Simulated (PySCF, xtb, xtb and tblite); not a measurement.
Relaxed torsion scan: SMILES c1(ccccc1-c1ccccc1Cl)Cl. Scanned: dihedral C2–C7–C8–C9; all other coordinates were relaxed at GFN2-xTB. Points at φ and −φ are mirror images. Heavy atoms are numbered in the order of the SMILES Clc1ccccc1-c1ccccc1Cl, hydrogens after them in the order of the atoms that carry them; the mirror image has the same energies with the sign of each dihedral reversed.

Methods: GFN1-xTB // GFN2-xTB (xtb); GFN2-xTB (xtb and tblite); RHF/6-31G* = restricted Hartree-Fock/6-31G*, spherical d, density fitting // GFN2-xTB run with PySCF 2.14.0.

Energies in kJ/mol, each method relative to its own lowest point.

```csv
φ / °,GFN1-xTB,GFN2-xTB,RHF/6-31G*
-160,34.6,32.4,67.1
-140,12.0,10.0,27.9
-120,2.9,1.5,7.9
-100,2.0,1.2,0.5
-80,1.8,1.1,0.0
-60,0.0,0.0,4.2
-40,4.8,6.5,17.9
-20,22.4,25.7,46.8
20,22.4,25.7,46.8
40,4.8,6.5,17.9
60,0.0,0.0,4.2
80,1.8,1.1,0.0
100,2.0,1.2,0.5
120,2.9,1.5,7.9
140,12.0,10.0,27.9
160,34.6,32.4,67.1
```
